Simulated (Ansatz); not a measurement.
`[F][GeH]([F])[SeH]`. The species carries charge 0 and has multiplicity 1. Geometry: relaxed with PBE0-D4/def2-TZVP. It is one conformer, not always the lowest.

```xyz
6

F    -1.775   -0.894    0.588
Ge   -0.172   -0.302    0.377
F     0.078    0.762    1.711
Se   -0.208    0.866   -1.626
H     0.824   -1.452    0.530
H     1.253    1.020   -1.580
```

**Question.** What is the dipole moment at ωB97M-V/def2-TZVPP? (Best estimate.)

**Answer.** Computed: 2.77 D, with components (2.14, -0.59, -1.66) D in this frame, pointing from negative to positive charge.

**Question.** And with PBE, r2SCAN, B3LYP? (Estimate.)

**Answer.** The calculation gave: PBE 2.60 D, r2SCAN 2.70 D, B3LYP 2.77 D.

**Question.** Give the Mulliken charges with ωB97M-V, r2SCAN, PBE in def2-TZVPP. (Best estimate.)

**Answer.** Ansatz gave: 
```tsv
atom	ωB97M-V	r2SCAN	PBE
F1	-0.36	-0.36	-0.32
Ge2	0.80	0.85	0.76
F3	-0.36	-0.35	-0.31
Se4	-0.20	-0.22	-0.20
H5	0.03	0.00	0.00
H6	0.09	0.08	0.08
```

B3LYP here is the variant with VWN-RPA as its local correlation; programs differ in this.
